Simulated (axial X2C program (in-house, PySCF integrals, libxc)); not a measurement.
## Potential curves of BiP⁻, 2c

Computed with an in-house all-electron X2C program for linear molecules (integrals from PySCF). Two-component (2c) means X2C with spin–orbit coupling and atomic mean-field two-electron Coulomb and Gaunt terms. Basis: Bi dyall-acv3z [13s15p11d7f1g], P dyall-av3z [9s8p3d2f] (cores contracted in-house); Gaussian nuclei, density fitting, unrestricted open shells. Masses: Bi 208.980 u, P 30.974 u.

State: Ω = 1/2 (⟨Sz⟩ = -0.48, ⟨Lz⟩ = 0.98 at PBE0). Energies in eV from the fragments at the same level (Bi- + P). Fits are polynomials in 1 − R0/R over 0.85 to 1.23 times the lowest point R0.

```json
{"R (Å)": "2.1876", "PBE0": "-2.5861"}
{"R (Å)": "2.2598", "PBE0": "-2.8258"}
{"R (Å)": "2.3319", "PBE0": "-2.9427"}
{"R (Å)": "2.4040", "PBE0": "-2.9687"}
{"R (Å)": "2.4881", "PBE0": "-2.9180"}
{"R (Å)": "2.5723", "PBE0": "-2.8093"}
```

One determinant describes the state; a PBE0 search over occupations chose it and may have missed a lower one. Dissociation energies refer to the lowest single-determinant-based atoms at the same level and basis. Density functionals use the spin component along the axis (collinear). Without a current term, density functionals place determinants with orbital angular momentum somewhat too high. The highest occupied level of some functionals is positive through self-interaction error; at Hartree–Fock it is bound. The determinant is spin-polarised beyond a pure state at some levels (its spin-free form has ⟨S²⟩ too high), which makes Re and μ there less reliable. Other states lie close and PBE0, whose exact exchange favours high spin, may order them wrongly; the determinant shown need not be the ground state. The nearest other 2c determinant of the search, Ω = 3/2, lies 0.55 eV up at the distance of the search.

Fit the PBE0 curve near its minimum: give the equilibrium distance, the harmonic wavenumber and the well depth.

At PBE0, 2c: Re = 2.393 Å, ωe ≈ 365 cm⁻¹, De = 2.97 eV to Bi- + P; Be follows as 0.109 cm⁻¹.
